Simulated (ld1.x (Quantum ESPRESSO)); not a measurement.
**Mg ultrasoft: all-electron and pseudo phase curves**

Mg (Z = 12), ultrasoft, made with ld1.x (Quantum ESPRESSO) 7.5 (LDA (PZ), scalar-relativistic). Core [Ne], reference 3s2 3p0. Waves: 3s (bound): rcut 2.00, rcutus 2.50 bohr; 3s channel at -0.05 Ry: rcut 2.00, rcutus 2.50 bohr; 3p (bound, empty): rcut 2.25, rcutus 3.00 bohr; 3p channel at 3.7 Ry: rcut 2.25, rcutus 3.00 bohr. Local part: all-electron potential smoothed inside 2.15 bohr (lloc = -2). Core correction: a·sin(br)/r model core inside 2.40 bohr. Augmentation charge: PSQ, radius 2.25 bohr.

The phase is arctan(r·u′/u) with u = r·R(r), unwrapped; energies in Ry, scanned from -2 to 5 Ry. A pole is an energy at which the radial function vanishes at the test radius. The pseudo phase is shifted by a multiple of π to meet the all-electron one at the reference energy, and phase errors are pseudo minus all-electron; the curves can meet again beyond the range given. Levels narrower than the energy grid can be missing from the lists of poles.

Task: For each channel, where are the poles, and over which energies does the pseudopotential scatter like the atom?

Result:

| channel | radius (bohr) | reference energy (Ry) | poles, all-electron | poles, pseudo | unbroken range about the reference energy with phases within 0.05 rad | phase error 1 Ry above the reference energy (rad) |
| --- | --- | --- | --- | --- | --- | --- |
| s | 3.27 | -0.35 | 0.40, 4.78 | 0.40, 4.28 | below 2.1 | -0.000 |
| p | 3.27 | -0.10 | 1.01 | 1.00 | the whole range | -0.002 |

Phases in the s channel:

```json
{"E (Ry)": "-2.00", "all-electron": "1.312", "pseudo": "1.312"}
{"E (Ry)": "-1.76", "all-electron": "1.286", "pseudo": "1.286"}
{"E (Ry)": "-1.52", "all-electron": "1.249", "pseudo": "1.249"}
{"E (Ry)": "-1.28", "all-electron": "1.194", "pseudo": "1.194"}
{"E (Ry)": "-1.04", "all-electron": "1.102", "pseudo": "1.102"}
{"E (Ry)": "-0.80", "all-electron": "0.911", "pseudo": "0.910"}
{"E (Ry)": "-0.56", "all-electron": "0.361", "pseudo": "0.361"}
{"E (Ry)": "-0.32", "all-electron": "-0.769", "pseudo": "-0.769"}
{"E (Ry)": "-0.08", "all-electron": "-1.283", "pseudo": "-1.283"}
{"E (Ry)": "0.16", "all-electron": "-1.471", "pseudo": "-1.471"}
{"E (Ry)": "0.40", "all-electron": "-1.571", "pseudo": "-1.571"}
{"E (Ry)": "0.64", "all-electron": "-1.639", "pseudo": "-1.639"}
{"E (Ry)": "0.88", "all-electron": "-1.697", "pseudo": "-1.697"}
{"E (Ry)": "1.12", "all-electron": "-1.755", "pseudo": "-1.756"}
{"E (Ry)": "1.36", "all-electron": "-1.825", "pseudo": "-1.827"}
{"E (Ry)": "1.60", "all-electron": "-1.924", "pseudo": "-1.928"}
{"E (Ry)": "1.84", "all-electron": "-2.093", "pseudo": "-2.106"}
{"E (Ry)": "2.08", "all-electron": "-2.456", "pseudo": "-2.503"}
{"E (Ry)": "2.32", "all-electron": "-3.253", "pseudo": "-3.367"}
{"E (Ry)": "2.56", "all-electron": "-3.975", "pseudo": "-4.052"}
{"E (Ry)": "2.80", "all-electron": "-4.287", "pseudo": "-4.334"}
{"E (Ry)": "3.04", "all-electron": "-4.434", "pseudo": "-4.468"}
{"E (Ry)": "3.28", "all-electron": "-4.518", "pseudo": "-4.548"}
{"E (Ry)": "3.52", "all-electron": "-4.573", "pseudo": "-4.602"}
{"E (Ry)": "3.76", "all-electron": "-4.612", "pseudo": "-4.643"}
{"E (Ry)": "4.00", "all-electron": "-4.643", "pseudo": "-4.676"}
{"E (Ry)": "4.24", "all-electron": "-4.668", "pseudo": "-4.707"}
{"E (Ry)": "4.48", "all-electron": "-4.689", "pseudo": "-4.739"}
{"E (Ry)": "4.72", "all-electron": "-4.708", "pseudo": "-4.775"}
{"E (Ry)": "4.96", "all-electron": "-4.726", "pseudo": "-4.824"}
```
